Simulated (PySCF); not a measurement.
# Telling isomers of C₄H₁₀N₂Si apart by NMR

Method: GFN2-xTB geometry, PBE0/pcSseg-1 with gauge-including orbitals, in PySCF 2.14.0 with density-fitted response routines (isolated molecule, non-relativistic Hamiltonian, one computed conformer, rapidly exchanging positions averaged).

Shifts are taken against calculated references (same method and geometry level): TMS for 1H, 13C. Where no couplings were computed, multiplicities follow the n + 1 count of equivalent neighbours, and m marks all less simple cases (inequivalent or close neighbours, rings, F or P nearby). Shifts are as computed. Against solution values, carbons near 30 ppm lie about +3 ppm off and those near 130 ppm about +5 ppm. Of 1313 compounds with measured shifts, 239 miss one by over three times the rms of a fit or turn the order of signals round; such compounds aren't used in these exercises. OH and NH positions are gas-phase values without hydrogen bonding to other molecules.

(1) Tabulate the signals of `CC1=NN([SiH3])CC1`, `[H]/N=C\[C@@H](N)[C@H]1C[SiH2]1` and their relative energies.

(2) What is the quickest way to tell CC1=NN([SiH3])CC1 from [H]/N=C\[C@@H](N)[C@H]1C[SiH2]1?

Results:

(1) 
```tsv
SMILES	carbon types	δC	δH	E rel. (kcal/mol)
CC1=NN([SiH3])CC1	1×C 2×CH2 1×CH3	145.3, 50.0, 39.7, 17.9	4.84 (s, 3H), 3.55 (m, 2H), 2.74 (m, 2H), 2.00 (s, 3H)	0.0
[H]/N=C\[C@@H](N)[C@H]1C[SiH2]1	3×CH 1×CH2	178.7, 68.2, 25.7, 0.8	10.24 (br s, 1H), 7.71 (d, 1H), 2.67 (m, 1H), 2.48 (m, 1H), 1.89 (m, 1H), 1.06 (m, 1H), 0.85 (br s, 2H), 0.78 (m, 1H), 0.38 (m, 1H)	30.5
```

Energies are electronic energies at PBE0/pcSseg-1 on these geometries, without zero-point or thermal terms, each for the one conformer computed, which needn't be the lowest.

(2) Both give the same number of carbon signals, but DEPT or the intensities differ. The first has a C=N carbon (C) at 145.3 ppm, the second a C=N carbon (CH) at 178.7 ppm. In the proton spectra the most deshielded non-exchanging signals are 4.84 (s, 3H) and 7.71 (d, 1H).
